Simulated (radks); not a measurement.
Values are calculated unless marked as measured or tabulated.
Problem. Ionisation of neutral caesium, [Xe] 6s1, to Cs+, [Xe], under several functionals. Dirac Kohn-Sham, spin-unpolarised, spherical densities, point nucleus; a radial shooting solver on a logarithmic mesh with Libxc functionals. The NIST Atomic Spectra Database gives 3.894 eV (measured). Rank these functionals by the error of their Delta-SCF ionisation energy: exchange-only LDA; PBEsol; HCTH/407; XLYP; LDA (Slater exchange, Perdew-Wang correlation); BLYP; LDA (Slater exchange, VWN5 correlation); revPBE.

Solution. From best to worst: BLYP 3.882 eV (-0.012); XLYP 3.949 eV (+0.055); revPBE 3.798 eV (-0.096); LDA (Slater exchange, VWN5 correlation) 3.995 eV (+0.101); PBEsol 3.792 eV (-0.102); LDA (Slater exchange, Perdew-Wang correlation) 3.996 eV (+0.102); HCTH/407 4.154 eV (+0.260); exchange-only LDA 3.335 eV (-0.559). Spin polarisation and multiplet splitting are left out, so open shells lie too high by an amount that depends on their filling.

Beside tabulated values, note that spin-unpolarised runs miss the spin-polarisation part of the exchange energy of open shells.
